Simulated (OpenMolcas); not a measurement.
Levels of Se V by method

```json
{
  "Program": "OpenMolcas 26.06",
  "Basis": "ANO-R3 [7s6p5d4f2g]",
  "Scalar Hamiltonian": "X2C, finite nucleus",
  "Active space": "2 electrons in 4 orbitals (4s 4p)",
  "State averaging": "2S+1 = 3 even, 3 roots; 2S+1 = 1 even, 7 roots; 2S+1 = 3 odd, 3 roots; 2S+1 = 1 odd, 3 roots",
  "Spin-orbit coupling": "state interaction with AMFI integrals over the reference wave functions, term energies averaged over their components"
}
```

Methods on the same reference wave functions:
A. CASSCF
B. SS-CASPT2, IPEA 0.25 Eh, imaginary shift 0.1 Eh (closed shells correlated: 3d)
C. MS-CASPT2, IPEA 0.25 Eh, imaginary shift 0.1 Eh (closed shells correlated: 3d)

Energies in cm-1 above 4s2 1S0, the measured ground level; measured values from the list in Rauch et al., Astron. Astrophys. 606, A105 (2017).

```csv
Level,A,B,C,Measured
4s2 1S0,0.0,0.0,0.0,0.0
4s 4p 3P* 0,86928,89512,89768,89749
4s 4p 3P* 1,88350,90910,91166,91350
4s 4p 3P* 2,91419,94002,94258,94960
4s 4p 1P* 1,141269,131524,131780,131733
4p2 3P0,210514,212060,212314,211794
4p2 3P1,212334,213998,214253,214091
4p2 3P2 [64 %],214925,215367,215623,218615
4p2 1D2 [64 %],228087,219677,219933,213203
4p2 1S0,256983,247314,247828,248787
```

Deviations, from unrounded energies. A percentage is the sum of absolute deviations over the sum of measured energies, with the sign that they share, or ± where signs differ.

```json
{"Against measurement": "mean absolute deviation (cm-1)", "Levels": "9", "A": "5400", "B": "1500", "C": "1400"}
{"Against measurement": "other configurations (%)", "Levels": "9", "A": "±3.2", "B": "±0.9", "C": "±0.8"}
```

C lies closest to measurement on these levels and A furthest from it. The largest miss of C in the table is 4p2 1D2 [64 %], by +6700 cm-1. The ranking rests on the paired levels alone, and a cruder setting can come out closer through cancelling errors.

Between B and C the level of the table that moves most is 4p2 1S0, by 510 cm-1 (lowest in B, highest in C).

The lowest spin-free term lies below A's lowest term by 0.474 hartree in B, 0.475 hartree in C.

Over all roots computed the reference weight is 0.92 to 0.97 in B, 0.92 to 0.97 in C; the roots of lowest weight are the least certain, and an intruder state may touch them. The ¹D term of p² mixes with s d, which this space lacks. Some levels mix across a computed gap that differs much from the measured one, so their mixing is not that of the real levels (holds for B; C). Measured partners are found by configuration, term and J. A level has none where our copy of the source lacks it or the pairing is in doubt (some pairs that miss far off the trend of their configuration count as doubtful), and it then counts in no deviation. Levels of configurations outside the active space are missing.

A share in square brackets marks a mixed level and gives the weight of the term that names it, the lowest over the columns. * marks odd parity.
